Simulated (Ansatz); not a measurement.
`O=C([SiH3])S[SiH3]` + `O[SiH2]F` → `O=C([SiH3])O[SiH2]F` + `[SiH3]S`  (substitution at a C–S bond)

Isolated molecules relaxed with PBE0-D4/def2-TZVP in Ansatz; ΔE leaves out vibrations. CCSD(T)/CBS adds triple-zeta CCSD(T) − MP2 to the extrapolated MP2 energy (def2 sets, frozen cores). Functionals use def2-TZVPP. B3LYP here is the variant with VWN-RPA as its local correlation; programs differ in this. One conformer a species, not always the lowest.

```csv
level,ΔE (kcal/mol)
r2SCAN-D4,-0.6
PBE0-D4,-1.2
ωB97M-V,-2.8
B3LYP,-2.1
SCS-MP2/def2-TZVPP,-1.6
CCSD(T)/def2-TZVPP,-2.0
SCS-MP2/def2-QZVPP,-1.0
HF/CBS(def2),-8.0
```

Q: What does CCSD(T)/CBS give? (Best estimate.)

A: Computed: -0.9 kcal/mol. The listed levels differ from it by 0.3, -0.3, -1.9, -1.2, -0.7, -1.1, -0.1, -7.1 kcal/mol.

Largest T1 diagnostic among the species: 0.017.

From PBE to PBE0 (25 % exact exchange), in def2-TZVPP and without D4, ΔE moves by −1.9 kcal/mol. In def2-TZVPP, CCSD(T) changes the Hartree–Fock value by +5.9 kcal/mol (the triples alone add +1.3 kcal/mol) and MP2 by +7.7 kcal/mol.
